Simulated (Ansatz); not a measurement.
Consider the silylene formation by 1,1-elimination: `N[SiH](N)Cl` → NH₃ + `N[Si]Cl`.

Gas-phase electronic energies from Ansatz, PBE0-D4/def2-TZVP geometries. CCSD(T)/CBS adds triple-zeta CCSD(T) − MP2 to the extrapolated MP2 energy (def2 sets, frozen cores). This one scheme is used for every species. Functionals use def2-TZVPP. Each species was taken in one conformer, which may not be the lowest.

Is it downhill or uphill in electronic energy at CCSD(T)/CBS, and by how much? (Estimate.)

Computed: Uphill: ΔE = +195.0 kJ/mol.

What do these levels give: LDA (SPW92), PBE-D4, r2SCAN-D4, ωB97X-V, PBE, r2SCANh, BHLYP, MP2/def2-SVP, CCSD/def2-SVP, HF/def2-QZVPP, HF/CBS(def2), CCSD/CBS(def2)? (Best estimate.)

Computed: LDA (SPW92) 206.1, PBE-D4 177.3, r2SCAN-D4 204.2, ωB97X-V 203.8, PBE 169.5, r2SCANh 205.6, BHLYP 195.9, MP2/def2-SVP 192.7, CCSD/def2-SVP 175.6, HF/def2-QZVPP 199.6, HF/CBS(def2) 199.7, CCSD/CBS(def2) 196.6 kJ/mol.

What do rigid-rotor, harmonic-oscillator terms from PBE0-D4/def2-TZVP frequencies (298.15 K, 1 bar) make of the CCSD(T)/CBS value? (Estimate.)

The calculation gave: ΔZPE = -2.8 kJ/mol, ΔH = +196.3 kJ/mol, ΔS = 150 J/(mol·K), ΔG = +151.7 kJ/mol.

Largest T1 diagnostic among the species: 0.013.

At CCSD(T), def2-SVP lies −21.7 kJ/mol from the extrapolated value and def2-TZVPP −4.9 kJ/mol. From r2SCAN to r2SCAN0 (25 % exact exchange), in def2-TZVPP and without D4, ΔE moves by +8.4 kJ/mol. Leaving LDA and LC-ωPBE aside and taking each functional with its dispersion term where it has one, the values, not all of them listed here, spread over 47.1 kJ/mol, from BLYP-D4 to r2SCAN0-D4. LDA lies +36.6 kJ/mol from PBE without D4.
